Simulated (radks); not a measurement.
The numbers below are computed, except where a source is named.
Effect of the nuclear size on the bismuth ion Bi+, [Hg] 6p2. Level of theory: Dirac Kohn-Sham, PBE, spin-unpolarised, spherical densities, finite nucleus; open shells fill j = l - 1/2 first; Fermi nuclear charge, rms radius 5.5211 fm (a radial shooting solver on a logarithmic mesh with Libxc functionals). The rms radius is varied about that value; shifts are against it.

| rms radius (fm) | total energy shift (eV) | density at nucleus (e/bohr^3) | 1s1/2 shift (meV) | 2s1/2 shift (meV) | 4p1/2 shift (meV) | 5s1/2 shift (meV) | 5p1/2 shift (meV) | 6s1/2 shift (meV) | 6p1/2 shift (meV) |
|---|---|---|---|---|---|---|---|---|---|
| 4.9027 | -30.6 | 3.131e+06 | -12200 | -1870 | -2.66 | -23.0 | 0.423 | -2.66 | 0.371 |
| 5.0297 | -24.5 | 3.095e+06 | -9740 | -1500 | -2.13 | -18.4 | 0.338 | -2.13 | 0.297 |
| 5.5211 | 0 | 2.969e+06 | 0.000 | 0.000 | 0.000 | 0.000 | 0.000 | 0.000 | 0.000 |
| 5.7972 | 14.3 | 2.905e+06 | 5690 | 874 | 1.25 | 10.7 | -0.196 | 1.24 | -0.173 |
| 6.7744 | 68.1 | 2.709e+06 | 27000 | 4150 | 5.99 | 51.0 | -0.922 | 5.90 | -0.822 |

Slopes of the eigenvalues against <r^2> in GHz/fm^2, as finite differences over the two radii next to the reference (eigenvalue slopes, not the field-shift constants of lines): 1s1/2 449000, 2s1/2 68900, 4p1/2 98.3, 5s1/2 848, 5p1/2 -15.5, 6s1/2 98.1, 6p1/2 -13.7.
